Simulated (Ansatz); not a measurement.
`CO[SiH2]O[SiH3]` at its PBE0-D4/def2-TZVP geometry, where that method's forces vanish. The species carries charge 0 and has multiplicity 1.

```xyz
13

C     1.9079   -0.4422   -0.9662
O     0.6891    0.1128   -1.4078
Si   -0.1769    1.2027   -0.5551
O    -0.7900    0.5652    0.8166
Si   -1.7294   -0.6296    1.4240
H     2.4139   -0.8873   -1.8243
H     2.5656    0.3198   -0.5315
H     1.7359   -1.2228   -0.2183
H    -1.2716    1.6258   -1.4549
H     0.6931    2.3277   -0.1314
H    -2.1418   -0.2458    2.7957
H    -2.9352   -0.8259    0.5769
H    -0.9607   -1.9004    1.4764
```

Problem. What forces (eV/Å) does r2SCAN-D4/def2-TZVPP give on these atoms in the Gaussian-basis code of Ansatz? (An estimate is asked.)

Solution. Ansatz gave: 
```
C1   0.291 -0.131  0.099
O2  -0.256  0.091 -0.143
Si3 -0.009  0.079 -0.025
O4   0.013  0.012  0.036
Si5 -0.036 -0.040  0.028
H6  -0.008  0.005  0.016
H7  -0.004 -0.003 -0.003
H8  -0.001  0.007 -0.005
H9   0.026 -0.005  0.016
H10 -0.018 -0.017 -0.012
H11  0.005 -0.019 -0.033
H12  0.022 -0.002  0.022
H13 -0.024  0.023  0.002
```
